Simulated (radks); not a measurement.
Effect of the nuclear size on neutral hafnium, [Xe] 4f14 5d2 6s2. Method: Dirac Kohn-Sham, relativistic LDA (MacDonald-Vosko exchange, VWN5 correlation), spin-unpolarised, spherical densities, finite nucleus; open shells fill j = l - 1/2 first; Fermi nuclear charge, rms radius 5.347 fm; computed with a radial shooting solver on a logarithmic mesh with Libxc functionals. The rms radius is varied about that value; shifts are against it.

| rms radius (fm) | total energy shift (eV) | density at nucleus (e/bohr^3) | 1s1/2 shift (meV) | 2s1/2 shift (meV) | 5p1/2 shift (meV) | 6s1/2 shift (meV) | 5d3/2 shift (meV) | 6p1/2 (empty) shift (meV) |
|---|---|---|---|---|---|---|---|---|
| 4.2936 | -17.3 | 1.28e+06 | -6980 | -966 | 0.618 | -0.503 | 0.506 | 0.196 |
| 4.8551 | -8.38 | 1.23e+06 | -3390 | -469 | 0.300 | -0.244 | 0.246 | 0.095 |
| 5.347 | 0 | 1.192e+06 | 0.000 | 0.000 | 0.000 | 0.000 | 0.000 | 0.000 |
| 5.7587 | 7.43 | 1.163e+06 | 3000 | 416 | -0.266 | 0.216 | -0.218 | -0.084 |
| 6.6677 | 25.1 | 1.109e+06 | 10200 | 1410 | -0.897 | 0.731 | -0.736 | -0.285 |

Slopes of the eigenvalues against <r^2> in GHz/fm^2, as finite differences over the two radii next to the reference (eigenvalue slopes, not the field-shift constants of lines): 1s1/2 161000, 2s1/2 22300, 5p1/2 -14.3, 6s1/2 11.6, 5d3/2 -11.7, 6p1/2 (empty) -4.53.
